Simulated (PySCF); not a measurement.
Identify the compound

The spectra below were simulated for a compound C₆H₁₀O₂Si.

1H NMR (600 MHz, computed): δ 4.86 (s, 1H), 4.45 (m, 2H), 4.29 (m, 2H), 2.30 (m, 1H), 2.00 (s, 3H), 1.27 (m, 1H).

13C{1H} NMR (computed): δ 107.2 (C), 86.8 (C), 67.4 (CH2), 36.4 (CH2), 5.5 (CH3).

PySCF 2.14 calculation with geometry from GFN2-xTB and shieldings: GIAO PBE0/pcSseg-1; in vacuum, one computed conformer, rapidly exchanging positions averaged, non-relativistic Hamiltonian.

References, each an isolated molecule treated in the same way: 1H (σref 31.72) and 13C (σref 186.93) vs TMS.

Q: Deduce the structure.

A: 
- The formula gives 3 degrees of unsaturation (1 ring in the answer).
- 5 carbon signals for 6 carbons: some carbons are equivalent by symmetry or fast rotation.
- Carbon types of the structure: 2 × C, 3 × CH2, 1 × CH3, leaving 1 H on heteroatoms.
- δC 107.2, 86.8: alkyne carbon.
- δC 67.4: sp3 CH2 bonded to O; deshielded by the electronegative neighbour.
- δC 36.4: sp3 CH2 in a ring; saturated and bonded to C and H only.
- δC 5.5: propargylic methyl carbon; a saturated carbon with 1 carbon neighbour and no heteroatom attached.
- δH 4.86: hydrogen on a silicon bonded to C, 2 O, in a 6-membered ring.
- δH 4.45, 4.29: hydrogen on an sp3 CH2 bonded to O; its carbon carries O, an electronegative neighbour.
- δH 2.00: hydrogen on a propargylic methyl carbon.

The compound is SMILES CC#C[SiH]1OCCCO1.

This is the structure that produced the data.

Shifts are as computed. Against solution values, carbons near 30 ppm lie about +3 ppm off and those near 130 ppm about +5 ppm. Of 1211 compounds with measured shifts, 218 miss one by over three times the rms of a fit or turn the order of signals round; such compounds aren't used in these exercises. No couplings were computed; multiplicities are counted from neighbouring protons, with m where these are inequivalent, close in shift, in a saturated or five-membered ring or joined by F or P, and br s for small geminal =CH2 splittings.
